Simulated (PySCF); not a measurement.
**How methods differ on the excitation energy of Au²⁺**

Au²⁺ [Xe] 4f14 5d9 (2D) → Au²⁺ [Xe] 4f14 5d8 6p1 (high-spin determinant), as a difference of total energies. Calculation: PySCF 2.14, in ANO-RCC-VTZP; the spin-free X2C one-electron Hamiltonian (Gaussian nucleus). Correlated levels: valence and next inner shell: [Kr] 4d10 4f14 frozen. The calculations carry no spin-orbit coupling.

```
                                method  excitation energy (cm⁻¹)
                                   UHF                     96777
    MP2 (valence and next inner shell)                    103330
SCS-MP2 (valence and next inner shell)                    103420
   CCSD (valence and next inner shell)                    101550
CCSD(T) (valence and next inner shell)                    101450
```

A first-order spin-orbit estimate (lowest level to lowest level, LS coupling) adds 0.018 eV.

The basis was made for the ground configuration and has no added diffuse functions, so the excitation energy can come out too high.

The determinant of the upper state mixes LS terms, which raises its energy above the lowest term, most at the Hartree-Fock and MP2 levels.
